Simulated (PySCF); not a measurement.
C$_{5}$H$_{8}$O, charge +1, doublet, at a GFN2-xTB geometry (a state made from the parent by changing its charge; the spin is typed, not shown lowest). Base run: PBE/6-31G in PySCF.

Geometry (Å):
```xyz
14

O      0.7483     1.7617    -0.8706
C      0.3590     0.8204    -0.2807
C      1.1540    -0.4270     0.1001
C      0.1411    -1.5427     0.2254
C     -1.2322    -0.8992     0.3585
C     -1.0388     0.5999     0.2929
H      1.9730    -0.6318    -0.5906
H      1.5937    -0.1342     1.0625
H      0.3942    -2.1919     1.0744
H      0.1651    -2.2122    -0.6398
H     -1.7425    -1.1743     1.2914
H     -1.9004    -1.2587    -0.4295
H     -1.8104     1.1334    -0.2639
H     -0.9583     1.0683     1.2825
```
Charge +1, spin multiplicity 2.
Orbitals are unrestricted.
All else is at PySCF's defaults.
Base energy -269.82362 Eh.

Each row names what was changed in the base input (with any setting that the change needs).

```json
[
 {"change": "base", "ΔE vs base (µEh)": "0.0", "grid points": "163136", "electrons on the grid": "44.99999"},
 {"change": "grids.atom_grid = (150, 974)", "ΔE vs base (µEh)": "-1.6", "grid points": "1133400", "electrons on the grid": "45.00000"},
 {"change": "grids.radi_method = delley", "ΔE vs base (µEh)": "0.1", "grid points": "175088", "electrons on the grid": "44.99999"},
 {"change": "grids.becke_scheme = stratmann", "ΔE vs base (µEh)": "2.7", "grid points": "163136", "electrons on the grid": "44.99998"},
 {"change": "grids.prune = dft.gen_grid.treutler_prune", "ΔE vs base (µEh)": "1.8", "grid points": "140352", "electrons on the grid": "44.99998"},
 {"change": "grids.level = 1", "ΔE vs base (µEh)": "12.2", "grid points": "50856", "electrons on the grid": "45.00031"},
 {"change": "grids.level = 4", "ΔE vs base (µEh)": "-2.0", "grid points": "296968", "electrons on the grid": "45.00000"},
 {"change": "grids.level = 5", "ΔE vs base (µEh)": "-1.5", "grid points": "446192", "electrons on the grid": "45.00000"},
 {"change": "grids.radi_method = gauss_chebyshev", "ΔE vs base (µEh)": "0.3", "grid points": "159000", "electrons on the grid": "44.99999"},
 {"change": "grids.atom_grid = (75, 302)", "ΔE vs base (µEh)": "0.0", "grid points": "203376", "electrons on the grid": "44.99999"},
 {"change": "small_rho_cutoff = 0", "ΔE vs base (µEh)": "0.0", "grid points": "163136", "electrons on the grid": "44.99999"}
]
```

Open shells are given as the SCF converged; they aren't shown to be the lowest states, and a large step between rows can be another state.
